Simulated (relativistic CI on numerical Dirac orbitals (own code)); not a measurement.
Calculated at this level of theory: Dirac-Coulomb-Breit CI, KLI orbitals optimised for each configuration, model QED (radiative potential, 1s self-energy scaled to tabulated hydrogen-like ionisation energies), unscaled Slater integrals (own radial code, finite nucleus).

The strongest absorption lines from the ground level of an ion, among the configurations computed and to levels below about 3440 eV (vacuum wavelength in nm, gf): 0.46361 (0.47), 0.51936 (1.2), 0.52465 (0.065), 0.56796 (6.2), 0.58680 (1.9), 0.61434 (0.37), 0.70267 (0.28), 0.71732 (0.15).

Question: Which ion is it?
A. Pb54+
B. Yb42+
C. W46+
D. Dy38+

Answer: C. W46+ has 28 electrons and the ground level 3s2 3p6 3d10 1S_0; the strongest line goes to 3s2 3p6 3d9 4f 1P°_1. The pattern of lines fixes the number of electrons, and along that sequence the line energies rise steadily with the charge (about as its square where n changes within one kind of shell, about linearly where n is kept but much faster in heavy ions where fine structure, which grows about as Z⁴, sets the gap, and irregularly where shells cross), which fixes Z. Configurations outside the model, such as inner-shell arrays, can give stronger lines. At this charge energies of transitions that change n are usually good to better than 1 %, and those within a shell (Δn = 0) to a few per cent.

LS names give the leading component of a level, which can be under half, so a name can repeat, a term be missing and a line seem to break the LS rules.
